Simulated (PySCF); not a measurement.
Si(Br)(OH)2(NH2) (BrH₄NO₂Si), SMILES N[Si](O)(O)Br. Geometry optimised at PBE0-D3(BJ)/def2-SVP. This is a generated structure with no PubChem entry under its InChIKey; it may be hypothetical. The values are those of a single conformer.

The numbers are results of PBE0-D3(BJ)/def2-SVP (PySCF), not measurements.

Harmonic wavenumbers (cm⁻¹): 160, 180, 223, 260, 265, 296, 329, 394, 421, 464, 795, 798, 837, 873, 961, 995, 1536, 3621, 3724, 3907, 3935. Rotational constants (GHz): 3.832, 1.517, 1.489; symmetry number 1.

Task: Work out the zero-point energy and the ideal-gas rigid-rotor harmonic-oscillator thermochemistry at 298.15 K and 1 atm.

Result: ZPE = ½ Σ hcν = ½ × 24974 cm⁻¹ = 149.38 kJ/mol. H − E(el) = 171.69 kJ/mol. Entropy in J/(mol K): translation 171.89, rotation 117.19, vibration 68.63, total 357.71. G − E(el) = 65.04 kJ/mol. Cp = 116.50 J/(mol K).
